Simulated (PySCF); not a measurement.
## Tb⁺ (terbium, charge +1) across methods

[Xe] 4f8 6s1 6p1, one real determinant (an excited configuration). All numbers are calculated (PySCF 2.14, scalar relativity by spin-free X2C-1e, in x2c-TZVPPall).

| method | E (hartree) | mean ε 4f β (eV) | mean ε 6s α (eV) | mean ε 6p α (eV) | Σ⟨r²⟩ (bohr²) | ⟨S²⟩ |
| --- | --- | --- | --- | --- | --- | --- |
| PBE0 | -11707.80 | -18.196 | -11.973 | -8.069 | 68.24 | 20.004 |
| PBE | -11707.88 | -16.026 | -11.399 | -7.631 | 68.81 | 20.002 |
| LDA | -11699.55 | -15.688 | -11.566 | -7.598 | 68.13 | 20.002 |
| UHF | -11703.96960 | -25.197 | -14.062 | -9.872 | 69.86 | 20.006 |

⟨L²⟩ = 15.21 against 20 for a pure G term, so this real determinant mixes terms. Spin-orbit coupling, absent here, splits the open shell strongly.
